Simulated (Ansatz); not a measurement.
`CC(C)OB(O)Cl` and `CC(C)[O][Sn][F]` differ in one atom or group.

Ansatz, PBE0-D4/def2-TZVP geometries, multiplicity 1. Each molecule was computed in one conformer, which needn't be the lowest.

Elements past krypton have def2 core potentials.

```tsv
property	`CC(C)OB(O)Cl`
HOMO energy (B3LYP/def2-TZVPP) / eV	-8.47
size of the dipole moment (PBE/def2-TZVPP) / D	2.60
HOMO–LUMO gap (ωB97M-V/def2-TZVPP) / eV	13.16
LUMO energy (ωB97M-V/def2-TZVPP) / eV	2.09
size of the dipole moment (B3LYP/def2-TZVPP) / D	2.66
LUMO energy (PBE0/def2-TZVPP) / eV	0.76
```

Question: Give the same properties after the change, and the shifts. (Best estimate.)

Answer: Computed: 
| property | `CC(C)[O][Sn][F]` | shift |
| --- | --- | --- |
| HOMO energy (B3LYP/def2-TZVPP) / eV | -7.46 | 1.01 |
| size of the dipole moment (PBE/def2-TZVPP) / D | 1.46 | -1.14 |
| HOMO–LUMO gap (ωB97M-V/def2-TZVPP) / eV | 9.38 | -3.78 |
| LUMO energy (ωB97M-V/def2-TZVPP) / eV | -0.53 | -2.62 |
| size of the dipole moment (B3LYP/def2-TZVPP) / D | 1.67 | -0.99 |
| LUMO energy (PBE0/def2-TZVPP) / eV | -2.25 | -3.01 |

With PBE0 the HOMO rises by 1.07 eV and the LUMO falls by 3.01 eV, so the gap narrows by about 4.08 eV. PBE moves the HOMO by 0.89 eV and ωB97M-V by 1.16 eV. Dipoles are sizes alone; their direction can turn.

B3LYP here is the variant with VWN-RPA as its local correlation; programs differ in this.
